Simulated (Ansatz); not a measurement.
Geometry optimisation, RKS B3LYP/def2-SVP in Ansatz 0.2.0.

The input (input.yaml):

```yaml
crystal:
  periodic: [false, false, false]
  atoms:
    - { symbol: W, position_ang: [0.109072, 0.24013, -0.205277] }
    - { symbol: O, position_ang: [-0.498483, 0.137744, 2.857116] }
    - { symbol: H, position_ang: [-1.186037, 0.816698, 2.955131] }
    - { symbol: H, position_ang: [1.391407, -0.323112, -1.140573] }
    - { symbol: F, position_ang: [-0.616682, 1.938884, 0.301897] }
    - { symbol: F, position_ang: [-1.193575, -1.073843, -0.262725] }
    - { symbol: H, position_ang: [1.125616, -0.985484, 0.352304] }
    - { symbol: H, position_ang: [0.152139, 0.710489, -1.821906] }
    - { symbol: S, position_ang: [1.93223, 1.356713, 0.921139] }
    - { symbol: H, position_ang: [2.910163, 0.421402, 0.900287] }
    - { symbol: H, position_ang: [0.339549, 0.660579, 2.858706] }
basis:
  gaussian: { orbitals: def2-SVP }
hamiltonian:
  xc: b3lyp
relax:
  f_tol: 0.03
  max_steps: 50
```

Command:

```bash
$ ansatz run input.yaml --threads 4 --pin off --max-ram 5120MiB --backend cpu --events-out ev --progress --plain --runs-dir out
```

Task: Where does it end, and by what steps?

Result: The forces met the threshold. After 17 steps the energy has fallen by 0.451 eV; H11 moved furthest, 1.14 Å. Joined: W1–O2 (3.12 → 2.34 Å).

| step | energy less start (eV) | largest force component (eV/Å) | accepted |
| --- | --- | --- | --- |
| 0 | 0.0000 | 0.626 | yes |
| 1 | -0.0756 | 1.384 | yes |
| 2 | -0.2249 | 1.168 | yes |
| 3 | -0.3417 | 0.246 | yes |
| 4 | -0.3571 | 0.308 | yes |
| 5 | -0.3740 | 0.697 | yes |
| 6 | -0.3923 | 0.412 | yes |
| 7 | -0.4048 | 0.638 | yes |
| 8 | -0.4197 | 0.729 | yes |
| 9 | -0.4392 | 0.472 | yes |
| 10 | -0.4290 | 0.519 | no |
| 11 | -0.4479 | 0.119 | yes |
| 12 | -0.4497 | 0.059 | yes |
| 13 | -0.4500 | 0.085 | yes |
| 14 | -0.4504 | 0.055 | yes |
| 15 | -0.4509 | 0.068 | yes |
| 16 | -0.4505 | 0.066 | no |
| 17 | -0.4515 | 0.015 | yes |

```xyz
11
Properties=species:S:1:pos:R:3
W 0.146 0.328 0.131
O -0.743 0.197 2.287
H -0.894 1.107 2.593
H 1.265 -0.439 -0.859
F -0.525 2.100 0.543
F -1.043 -1.088 -0.130
H 1.183 -0.857 0.754
H 0.108 0.578 -1.542
S 2.137 1.590 0.556
H 3.113 0.667 0.393
H -0.282 -0.283 2.989
```

Whether the end is a true minimum wasn't checked by a vibrational analysis.

Time of the run: 44 s on 4 threads of Arm Neoverse V2, with other jobs on the host, peak memory 0.31 GiB.
